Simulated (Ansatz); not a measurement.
# Cost against result

Saddle point of AlN₂H₄Cl, singlet (AlN₂H₄Cl ([NH2][Al]([NH2])[Cl]) → AlNHCl ([NH][Al][Cl]) + NH₃ (still joined by a long Al–N bond); bonds formed: N2–H4; bonds broken: N3–H4; bonds weakened to dative contacts: Al1–N2), PBE0-D4/def2-TZVP structure:

```xyz
8
angstrom
Al -0.7537 0.2711 0.5240
N 0.7741 0.4992 -0.6274
N -0.3796 -1.3799 0.4379
H 0.6287 -0.6684 -0.3864
Cl -1.8797 1.9094 1.1653
H 0.6674 0.7450 -1.6026
H 1.6385 0.8961 -0.2839
H -0.6957 -2.2725 0.7731
```

Barriers are electronic and count from the start structure reached by relaxing down the imaginary mode.

Program: Ansatz 0.2.0. Basis: as named in each row. Cores are frozen in the correlated methods. B3LYP uses VWN-RPA correlation. Extrapolation: Hartree–Fock as exp(−7.88 √X), correlation as X^−2.97.

Times are rough, for one single point on 4 threads of a shared host (Arm Neoverse V1).

The estimate by CCSD(T) at an estimated basis limit (MP2 extrapolated from triple and quadruple zeta, plus CCSD(T) − MP2 in triple zeta) is 252.3 kJ/mol.

| method | basis | time (s) | barrier (kJ/mol) | method less estimate |
| --- | --- | --- | --- | --- |
| HF | STO-3G | under 1 | 420.1 | 167.8 |
| PBE-D4 | STO-3G | under 1 | 230.2 | -22.1 |
| SPW92 | def2-SVP | under 1 | 187.3 | -65.0 |
| B3LYP-D4 | 6-31G | under 1 | 237.5 | -14.8 |
| PBE-D4 | def2-SVP | under 1 | 205.3 | -47.0 |
| PBE0-D4 | def2-SVP | under 1 | 232.0 | -20.3 |
| SPW92 | def2-TZVPP | under 1 | 200.3 | -52.0 |
| PBE-D4 | def2-TZVPP | 1 | 217.6 | -34.7 |
| BLYP-D4 | def2-TZVPP | 1 | 230.3 | -22.0 |
| CCSD(T) | def2-SVP | 2 | 245.2 | -7.1 |
| BHLYP-D4 | def2-TZVPP | 2 | 274.1 | 21.8 |
| B3LYP-D4 | def2-TZVPP | 2 | 248.2 | -4.1 |
| PBE0-D4 | def2-TZVPP | 2 | 240.9 | -11.4 |
| CAM-B3LYP-D4 | def2-TZVPP | 2 | 256.7 | 4.4 |
| r2SCAN-D4 | def2-TZVPP | 3 | 237.9 | -14.4 |
| r2SCAN0-D4 | def2-TZVPP | 3 | 252.9 | 0.6 |
| PBE-QIDH | def2-TZVPP | 4 | 251.5 | -0.8 |
| wB97M-V | def2-SVP | 4 | 243.2 | -9.1 |
| B2PLYP | def2-TZVPP | 4 | 248.0 | -4.3 |
| RPA on PBE | def2-TZVPP | 4 | 245.4 | -6.9 |
| wB97X-V | def2-TZVPP | 5 | 258.4 | 6.1 |
| wB97M-V | def2-TZVPP | 6 | 253.2 | 0.9 |
| B97M-V | def2-TZVPP | 6 | 253.0 | 0.7 |
| MP2 | def2-QZVPP | 11 | 246.0 | -6.3 |
| CCSD(T) | def2-TZVPP | 39 | 251.0 | -1.3 |

All methods are single points on the PBE0-D4 structures.

T1 diagnostic: at most 0.018.

Labels in which every atom is bracketed show which atoms are joined, not bond orders.
